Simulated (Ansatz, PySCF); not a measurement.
Gas-phase reaction in SMILES: F[SiH2][SiH3] -> F[SiH][SiH3] + H atom (the H-Si bond at the site shown breaks; other sites are not compared here)
Each molecule is optimised on its own at B3LYP-D3(BJ)/def2-TZVP (Ansatz, a program for electronic structure).

Wanted: bond dissociation energy (enthalpy at 298 K, with B3LYP-D3(BJ) rigid-rotor harmonic-oscillator terms from PySCF), in kcal/mol. Correlated levels leave the core frozen unless marked. Open shells are spin-unrestricted. No spin-orbit coupling. No relativistic terms. CBS marks a two-point X^-3 extrapolation of the correlation energy; Hartree-Fock from the larger set.

```tsv
level	program	bond dissociation energy (kcal/mol)
LC-wPBE-D4/def2-TZVPD	Ansatz + dftd4	86.5
SCS-MP2/cc-pV(T+d)Z	Ansatz	90.9
CCSD/6-31G	Ansatz	[?]
CCSD(T)/CBS(aug-cc-pV(T+d)Z,aug-cc-pV(Q+d)Z)	Ansatz	91.3
```

Problem. Fill in the missing entries.

Solution. 
- CCSD/6-31G, bond dissociation energy (kcal/mol): 74.2
